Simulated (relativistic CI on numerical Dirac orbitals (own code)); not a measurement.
## How well does a small relativistic CI reproduce Ge V?

Calculated at this level of theory: Dirac-Coulomb-Breit CI, orbitals from a KLI potential per configuration, model QED (radiative potential, 1s self-energy scaled to tabulated hydrogen-like ionisation energies), valence Slater integrals scaled by 0.85, P86 correlation estimate, and configurations built on the next ion tied to the tabulated ionisation energy (semi-empirical) (own radial code, finite nucleus).

Configurations in the expansion (outside the closed core [Ar]): 3d¹⁰, 3d⁹4s, 3d⁹4p, 3d⁹4d, 3d⁹5s, 3d⁹4f, 3d⁹5p, 3d⁸4s², 3d⁹5d, 3d⁸4s4p, 3d⁹5f, 3d⁹5g, 3d⁸4p², 3d⁸4s4d. Levels of other configurations are missing.

| Configuration | Term (tabulated) | J | Measured (cm⁻¹) | Computed | Error | Purity (%) |
| --- | --- | --- | --- | --- | --- | --- |
| 3d¹⁰ | 1S | 0 | 0.0 | 0 | 0 | 100 |
| 3d⁹4s | 3D | 3 | 234219.3 | 241094 | 6875 | 100 |
| 3d⁹4s | 3D | 2 | 235967.0 | 242754 | 6787 | 82 |
| 3d⁹4s | 3D | 1 | 238764.9 | 245542 | 6777 | 100 |
| 3d⁹4s | 1D | 2 | 241935.2 | 248399 | 6463 | 82 |
| 3d⁹4p | 3P° | 2 | 323748.9 | 330358 | 6609 | 96 |
| 3d⁹4p | 3P° | 1 | 327753.0 | 334335 | 6582 | 96 |
| 3d⁹4p | 3F° | 3 | 327891.0 | 333976 | 6085 | 67 |
| 3d⁹4p | 3F° | 4 | 329847.8 | 335887 | 6039 | 100 |
| 3d⁹4p | 3P° | 0 | 330332.5 | 336710 | 6378 | 100 |
| 3d⁹4p | 3F° | 2 | 330790.6 | 336949 | 6158 | 94 |
| 3d⁹4p | 1D° | 2 | 335560.3 | 341325 | 5764 | 62 |
| 3d⁹4p | 3D° | 3 | 337168.1 | 342782 | 5614 | 58 |
| 3d⁹4p | 3D° | 2 | 340295.7 | 345847 | 5551 | 58 |
| 3d⁹4d | 3S | 1 | 456051.8 | 460096 | 4044 | 90 |
| 3d⁹4d | 3G | 5 | 461417.5 | 464292 | 2874 | 100 |
| 3d⁹4d | 3G | 4 | 461642.6 | 464510 | 2867 | 62 |
| 3d⁹4d | 3P | 2 | 461828.5 | 464682 | 2853 | 77 |
| 3d⁹4d | 3D | 3 | 463361.6 | 466113 | 2752 | 85 |
| 3d⁹4d | 3P | 0 | 463957.9 | 466807 | 2849 | 100 |
| 3d⁹4d | 3D | 1 | 467029.1 | 469776 | 2747 | 80 |
| 3d⁹4d | 3F | 4 | 467386.7 | 467345 | -42 | 60 |
| 3d⁹5s | (5/2,1/2) | 3 | 490741.7 | 492773 | 2031 | 100 |
| 3d⁹5s | (5/2,1/2) | 2 | 491443.3 | 493452 | 2009 | 54 |
| 3d⁹5s | (3/2,1/2) | 1 | 495288.4 | 497247 | 1959 | 100 |
| 3d⁹5s | (3/2,1/2) | 2 | 495907.7 | 497841 | 1933 | 54 |
| 3d⁹5p | 3P° | 2 | 522959.0 | 525065 | 2106 | 93 |
| 3d⁹5p | 3F° | 3 | 524232.0 | 526232 | 2000 | 57 |
| 3d⁹5p | 3F° | 4 | 524950.0 | 526861 | 1911 | 100 |
| 3d⁹5p | 3P° | 1 | 525343.0 | 527438 | 2095 | 75 |
| 3d⁹5p | 3D° | 3 | 526902.0 | 528811 | 1909 | 80 |
| 3d⁹5p | 3P° | 0 | 528156.0 | 530138 | 1982 | 100 |
| 3d⁹5p | 3F° | 2 | 528625.0 | 530550 | 1925 | 72 |
| 3d⁹5p | 1P° | 1 | 529476.0 | 531727 | 2251 | 79 |
| 3d⁹5p | 3D° | 1 | 530928.0 | 532800 | 1872 | 94 |

Measured levels from Sugar and Musgrove, J. Phys. Chem. Ref. Data 22, 1213 (1993); pairs were made by configuration, J and term (by order where the table uses no LS term), so strongly mixed levels may be paired wrongly.

Mean error by configuration (cm⁻¹): 3d⁹4s 6725; 3d⁹4p 6087; 3d⁹4d 2618; 3d⁹5s 1983; 3d⁹5p 2006. Over the excited levels the mean absolute error is 3785 cm⁻¹ (34 of the 51 excited levels that our extract of the source holds in range could be paired, and the others can miss by more), and the median relative error of those above 1,000 cm⁻¹ is 0.62 %.
